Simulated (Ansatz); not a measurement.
H₄NO₃Si (`[NH][Si](O)(O)O`) radical, relaxed with UKS PBE0-D4/def2-TZVP in the Gaussian-basis code of Ansatz from a PBE-D4/def2-SVP geometry. The force threshold is 0.005 eV/Å; the program also tests the step.

Total charge 0; spin multiplicity 2.

Start:

```xyz
9

N     0.396    1.431   -0.671
Si    0.049   -0.145    0.020
O    -1.549   -0.105    0.520
O     1.155   -0.351    1.256
O     0.223   -1.480   -0.955
H     0.991    1.387   -1.519
H    -1.901    0.799    0.599
H     1.249    0.419    1.845
H    -0.614   -1.956   -1.094
```

| step | energy (eV) | largest force (eV/Å) | largest move (Å) |
| --- | --- | --- | --- |
| 1 | -15569.1376 | 1.114 | 0.000 |
| 2 | -15569.2027 | 0.673 | 0.022 |
| 3 | -15569.2281 | 0.087 | 0.020 |
| 4 (rejected) | -15569.2277 | 0.165 | 0.076 |
| 5 | -15569.2319 | 0.160 | 0.038 |
| 6 | -15569.2335 | 0.016 | 0.014 |
| 7 | -15569.2336 | 0.009 | 0.005 |
| 8 | -15569.2336 | 0.020 | 0.013 |
| 9 | -15569.2336 | 0.007 | 0.006 |
| 10 | -15569.2336 | 0.006 | 0.006 |
| 11 | -15569.2336 | 0.002 | 0.003 |
| 13 | -15569.2337 | 0.010 | 0.010 |
| 15 | -15569.2338 | 0.017 | 0.014 |
| 17 | -15569.2340 | 0.046 | 0.033 |
| 19 (rejected) | -15569.2321 | 0.405 | 0.059 |
| 21 | -15569.2376 | 0.134 | 0.036 |
| 23 | -15569.2465 | 0.118 | 0.084 |
| 25 (rejected) | -15569.2496 | 0.406 | 0.190 |
| 27 | -15569.2591 | 0.073 | 0.044 |
| 29 | -15569.2595 | 0.007 | 0.004 |
| 31 | -15569.2595 | 0.008 | 0.001 |
| 32 | -15569.2595 | 0.001 | 0.002 |

End:

```xyz
9

N     0.321    1.445   -0.881
Si    0.029   -0.033   -0.006
O    -1.372    0.119    0.823
O     1.193   -0.330    1.099
O     0.004   -1.235   -1.105
H     1.101    1.376   -1.537
H    -2.026    0.718    0.459
H     1.051    0.039    1.972
H    -0.300   -2.099   -0.824
```

It took 2.1 min on 4 threads of an Arm Neoverse V2 on a shared host, with 0.52 GiB of host memory at the peak.
